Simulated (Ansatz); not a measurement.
`N#[C][GaH2]` and `N#[C][GeH3]` differ in one atom or group.

Ansatz, PBE0-D4/def2-TZVP geometries, multiplicity 1. 

Scalar relativity is left out up to krypton.

```csv
property,`N#[C][GaH2]`
LUMO energy (PBE/def2-TZVPP) / eV,-3.51
LUMO energy (ωB97M-V/def2-TZVPP) / eV,-0.91
HOMO–LUMO gap (PBE/def2-TZVPP) / eV,4.48
HOMO energy (PBE/def2-TZVPP) / eV,-8.00
HOMO energy (B3LYP/def2-TZVPP) / eV,-9.06
LUMO energy (B3LYP/def2-TZVPP) / eV,-2.98
```

(1) Give the same properties after the change, and the shifts. (Estimate.)

Answers

(1) Computed: 
| property | `N#[C][GeH3]` | shift |
| --- | --- | --- |
| LUMO energy (PBE/def2-TZVPP) / eV | -1.24 | 2.27 |
| LUMO energy (ωB97M-V/def2-TZVPP) / eV | 1.82 | 2.73 |
| HOMO–LUMO gap (PBE/def2-TZVPP) / eV | 7.14 | 2.66 |
| HOMO energy (PBE/def2-TZVPP) / eV | -8.38 | -0.38 |
| HOMO energy (B3LYP/def2-TZVPP) / eV | -9.46 | -0.40 |
| LUMO energy (B3LYP/def2-TZVPP) / eV | -0.50 | 2.48 |

With PBE0 the HOMO falls by 0.44 eV and the LUMO rises by 2.43 eV, so the gap widens by about 2.87 eV. PBE moves the HOMO by -0.38 eV and ωB97M-V by -0.48 eV. The zero-point energy changes by 27.4 kJ/mol with +3 modes.

B3LYP here is the variant with VWN-RPA as its local correlation; programs differ in this.
